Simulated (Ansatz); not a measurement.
Species: H3B, SMILES `B` with one electron removed (charge 1, multiplicity 2), formula H3B.

Problem. How many basis functions does frozen-core CCSD(T)/cc-pVTZ // M06-2X/def2-TZVP (Ansatz, an electronic-structure program) use, how many core orbitals are frozen, and how many electrons are correlated?

Solution. 72 basis functions and 1 frozen orbitals, which leaves 5 correlated electrons. Core time is of the order of seconds.
